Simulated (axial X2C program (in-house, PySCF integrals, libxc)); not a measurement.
**Which molecule has these constants?**

Calculated with an in-house relativistic program for diatomic molecules, spin-free (one-electron X2C) or two-component (2c: spin–orbit coupling with atomic mean-field Coulomb and Gaunt terms, which also bring small scalar terms), in Dyall basis sets with cores contracted in-house; open shells are unrestricted.

A two-component CCSD(T) calculation in a Dyall 3-zeta basis gave Re = 1.950 Å, ωe = 578.9 cm⁻¹, Ω = 1/2.

Which molecule is it?
A. GeF
B. PbF
C. SnF

C. The others have GeF 1.759 Å and 655.4 cm⁻¹ (Ω = 1/2); PbF 2.079 Å and 495.3 cm⁻¹ (Ω = 1/2).

Frozen shells (counts by l): SnF Sn 4s3p1d, F 1s, 21 electrons correlated; GeF Ge 3s2p1d, F 1s, 11 electrons correlated; PbF Pb 5s4p3d1f, F 1s, 11 electrons correlated. Coupled cluster in natural virtuals with an MP2 remainder. Where the outer core of a metal is frozen, bonds come out longer and ionisation energies lower.

Each entry is the lowest single determinant of a limited PBE0 search at one distance. De goes to single-determinant-based atoms at the same level (for ions the charge split of lowest energy) and is withheld (n/a) where an atom does not fit its ground term or J level. Main or longest-lived isotopes.
